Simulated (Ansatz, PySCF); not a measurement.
Caution: the highest occupied level lies above zero, a sign of self-interaction error and of too few diffuse functions. Caution: the restricted solution is unstable towards spin-unrestricted or complex orbitals, so a lower solution exists and this singlet may not be the ground state. This singlet lies 0.52 eV below the relaxed triplet at the level frozen-core CCSD(T)/aug-cc-pVTZ // PBE-D3(BJ)/def2-SVPD (Ansatz, an electronic-structure program).

Cartesian coordinates (Å):
SMILES: [BH-]Cl
```xyz
3

B     -0.3546     0.6297     0.0000
Cl     1.4012    -0.2069     0.0000
H     -1.0467    -0.4227     0.0000
```
Charge -1, spin multiplicity 1.

### Question
Predict the HOMO and total energy from PBE-D3(BJ)/def2-TZVPD // PBE-D3(BJ)/def2-SVPD run with PySCF.

### Answer

HOMO: 1.64 eV
total energy: -485.4036 Ha
